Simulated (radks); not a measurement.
Results of a calculation; reference values are marked as such.
Excited configurations of N III: one electron is placed in a higher orbital outside [He] 2s2. The ground configuration is [He] 2s2 2p1. Level of theory: non-relativistic Kohn-Sham, r2SCAN, spin-polarised, spherical densities, point nucleus; open shells are filled with parallel spins first; meta-GGA in the generalised Kohn-Sham scheme (a radial shooting solver on a logarithmic mesh with Libxc functionals). Excitation = E - E(ground); binding = E(ion) - E, where the ion is the core of charge +3; n* = 3/sqrt(2 binding) in atomic units, and the quantum defect is n - n*.

outer orbital  excitation (eV)  binding (eV)  quantum defect  <r> (bohr)
3s                      27.361        19.952           0.523       3.126
3p                      30.380        16.932           0.311       3.339
4f                      39.787         7.525          -0.034       6.067
5s                      41.174         6.138           0.534       10.05
5d                      42.124         5.188           0.142       10.90
5f                      42.391         4.921           0.012       10.52
6s                      43.195         4.117           0.547       15.00
6d                      43.699         3.613           0.178       16.20
6f                      43.858         3.454           0.046       15.96
7f                      44.758         2.554           0.076       22.37

The Delta-SCF ionisation energy is 47.312 eV (NIST Atomic Spectra Database: 47.445 eV, semi-empirical). Self-interaction in the functional shifts the binding energies and quantum defects, so they are the method's values and not measured ones. Open shells are spherical and high-spin; term and fine-structure splittings are not resolved.
